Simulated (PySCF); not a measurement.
# Basis and Hamiltonian dependence of the excitation energy of Cu

Cu [Ar] 3d10 4s1 (2S) → Cu [Ar] 3d9 4s2 (2D). All values are computed (PySCF 2.14, energy differences of UHF-based or UKS calculations, no spin-orbit coupling). Values in eV.

```csv
basis,Hamiltonian,functions,UHF,r2SCAN,PBE0,MP2 (valence),CCSD(T) (valence),CCSD(T) (valence and next inner shell)
ANO-RCC-VTZP,spin-free X2C,59,-0.185,1.496,1.456,2.370,1.340,1.447
aug-cc-pVDZ-DK,spin-free X2C,59,-0.196,1.467,1.341,2.202,1.216,n/a
x2c-TZVPPall,spin-free X2C,64,-0.185,1.561,1.461,2.259,1.236,1.317
def2-TZVPPD,non-relativistic,67,0.246,2.015,1.895,2.677,1.664,1.749
aug-cc-pwCVDZ-PP with ECP10MDF,ECP,70,-0.236,1.232,1.292,2.253,1.242,1.266
"x2c-TZVPPall with one added diffuse shell each of s, p, d, f type",spin-free X2C,80,-0.187,1.557,1.457,2.300,1.324,n/a
aug-cc-pVTZ-PP with ECP10MDF,ECP,88,-0.260,1.201,1.269,2.255,1.262,n/a
aug-cc-pVTZ-DK,spin-free X2C,93,-0.233,1.484,1.383,2.259,1.265,n/a
def2-QZVPPD,non-relativistic,100,0.198,1.933,1.819,2.651,1.693,n/a
x2c-QZVPPall,spin-free X2C,108,-0.234,1.481,1.395,2.271,n/a,n/a
"aug-cc-pVTZ-PP with one added diffuse shell each of s, p, d, f, g type with ECP10MDF",ECP,113,-0.261,1.199,1.268,2.251,n/a,n/a
aug-cc-pwCVTZ-PP with ECP10MDF,ECP,122,-0.267,1.200,1.264,2.268,n/a,n/a
aug-cc-pVQZ-PP with ECP10MDF,ECP,135,-0.266,1.198,1.263,2.303,n/a,n/a
"aug-cc-pwCVTZ-DK with one added diffuse shell each of s, p, d, f, g type",spin-free X2C,152,-0.241,1.480,1.381,2.266,n/a,n/a
```

Frozen in the all-electron rows: valence and next inner shell: [Ne]; valence: [Ar]; with a core potential, the same shells as far as they lie outside it.

Non-relativistic rows lack the scalar-relativistic shift.

Reference for a calculation without spin-orbit coupling: 1.490 eV (measured, between term centres; NIST).
